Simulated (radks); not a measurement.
Question: Species: Ti. Configuration: [Ar] 3d1.75 4s2 4p0.25 (fractional occupations, a model configuration). Calculated with a radial shooting solver on a logarithmic mesh with Libxc functionals: scalar-relativistic Kohn-Sham, PBE, spin-polarised, spherical densities, point nucleus; open shells are filled with parallel spins first. Some entries of the table are withheld. Estimate them.

| orbital | occ. | eigenvalue (eV) | <r^2> (bohr^2) |
|---|---|---|---|
| 1s down | 1 | -4870.159 | 0.006513 |
| 1s up | 1 | -4870.154 | 0.006513 |
| 2s up | 1 | -538.6194 | 0.1250 |
| 2s down | 1 | -538.1254 | 0.1248 |
| 2p up | 3 | -445.8715 | 0.1038 |
| 2p down | 3 | -445.4877 | 0.1036 |
| 3s up | 1 | -64.7033 | 1.164 |
| 3s down | 1 | -63.1011 | 1.166 |
| 3p up | 3 | -40.8757 | 1.377 |
| 3p down | 3 | -39.2907 | 1.383 |
| 3d up | 1.75 | -5.9640 | 3.081 |
| 4s up | 1 | -5.1433 | (1) |
| 4s down | 1 | -4.5756 | (2) |
| 3d down | 0 | -4.5627 | 3.443 |
| 4p up | 0.25 | -1.8999 | 24.84 |
| 4p down | 0 | -1.5397 | 27.05 |

Answer: 
(1) 4s up <r^2> (bohr^2): 13.22
(2) 4s down <r^2> (bohr^2): 14.08
